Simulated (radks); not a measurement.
Results of a calculation; reference values are marked as such.
Question: Ionisation of C, [He] 2s2 2p2, to C+, [He] 2s2 2p1, under several functionals. Scalar-relativistic Kohn-Sham, spin-polarised, spherical densities, point nucleus; open shells are filled with parallel spins first; a radial shooting solver on a logarithmic mesh with Libxc functionals. The NIST Atomic Spectra Database gives 11.260 eV (measured). Rank these functionals by the error of their Delta-SCF ionisation energy: RPBE; PW91; LDA (Slater exchange, VWN5 correlation); exchange-only PBE; Wu-Cohen GGA; HCTH/407; AM05.

Answer: From best to worst: exchange-only PBE 11.048 eV (-0.212); AM05 11.599 eV (+0.339); RPBE 11.633 eV (+0.373); Wu-Cohen GGA 11.666 eV (+0.405); PW91 11.746 eV (+0.485); LDA (Slater exchange, VWN5 correlation) 11.768 eV (+0.508); HCTH/407 11.928 eV (+0.668). Open shells are spherical and high-spin; term and fine-structure splittings are not resolved.
